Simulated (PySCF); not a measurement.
Computed properties of CH8N2OSi, SMILES CN[Si@@H](N)O

CH₈N₂OSi, SMILES CN[Si@@H](N)O. Coordinates come from a ωB97X-D3(BJ)/def2-SVP optimisation. The structure was generated by enumeration; whether it is a known compound was not checked. One conformer was computed; it need not be the lowest. All values are computed for the isolated molecule unless a solvent is named; none is compared with measurement here.

**Structure.** All 33 harmonic modes at ωB97X-D3(BJ)/def2-SVP (PySCF) are real, so it is a minimum. With heavy atoms numbered as in [CH3:1][NH:2][Si@@H:3]([NH2:4])[OH:5], the shortest bond between them is C1–N2 at 1.448 Å and the longest N2–Si3 at 1.719 Å.

**Vibrations.** The strongest infrared lines (harmonic, unscaled, degenerate partners summed) lie at 934 cm⁻¹ (288 km/mol, H 42 %, Si 35 %, N 21 %), 2212 cm⁻¹ (191 km/mol, H 97 %), 983 cm⁻¹ (176 km/mol, H 60 %, Si 29 %). The softest mode is at 81 cm⁻¹ and the zero-point energy is 65.8 kcal/mol.

**Electronic structure.** ωB97X/def2-TZVP (PySCF) places the frontier levels at -9.20 and 3.13 eV, a gap of 12.33 eV, and gives a dipole moment of 0.95 D and a mean polarisability of 55.0 bohr³. PBE/def2-TZVP (PySCF) at the same geometry gives -5.35 and 0.23 eV, so its gap is 6.75 eV narrower. An orbital gap is neither the optical nor the fundamental gap.

**Excitations.** TDA-CAM-B3LYP/def2-SVPD (PySCF) has S1 at 6.36 eV (195 nm, f = 0.008, weak); the most intense of the 10 singlets computed lies at 7.64 eV (f = 0.04). T1 (TDA) is at 6.14 eV, 0.22 eV under S1. TDA-PBE/def2-SVPD (PySCF) puts S1 at 5.28 eV. No vertical singlet excitation falls in the visible range (under 3.1 eV).

**NMR.** GIAO shifts at PBE0/pcSseg-1 (PySCF) (non-relativistic, atoms alike by connectivity averaged): ¹³C at 30.8 ppm against TMS; ¹H from 0.6 to 5.0 ppm against TMS; ²⁹Si at -32.7 ppm against TMS.

**Solvation.** SMD-M06-2X/def2-SVP (PySCF) gives -5.2 kcal/mol in water, -5.7 kcal/mol in acetonitrile, -4.3 kcal/mol in chlorobenzene (1 M in both phases, gas-phase geometry).
